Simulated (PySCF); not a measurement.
F3Ge, SMILES [F][Ge]([F])[F] (connectivity only; charge and spin as stated), charge +1, multiplicity 1.

Coordinates come from a B3LYP-D3(BJ)/def2-SVP optimisation. The spin state was assumed, not searched. The isomer is the one that the SMILES or the coordinates give; other isomers of the formula were not compared.

Two levels are set side by side: PBE/def2-TZVPD (PySCF) and r2SCAN/def2-TZVPD (PySCF). Same geometry, gas phase. Differences are taken from unrounded values.

```tsv
quantity	r2SCAN
orbital gap (eV)	6.44
highest occupied level (eV)	-18.28
lowest empty level (eV)	-11.85
mean polarisability (bohr³)	22.7
```

### Question
What does PBE give, and how far is it from r2SCAN? (The exact figures need the calculation; the answer reports its results.)

### Answer

```
quantity                        PBE  PBE minus r2SCAN
---------------------------  ------  ----------------
orbital gap (eV)               5.63             -0.81
highest occupied level (eV)  -17.75              0.53
lowest empty level (eV)      -12.13             -0.28
mean polarisability (bohr³)    23.8               1.1
```

Rough cost on one machine, each run with all the roots and properties that it gave: r2SCAN against PBE about 4 times.
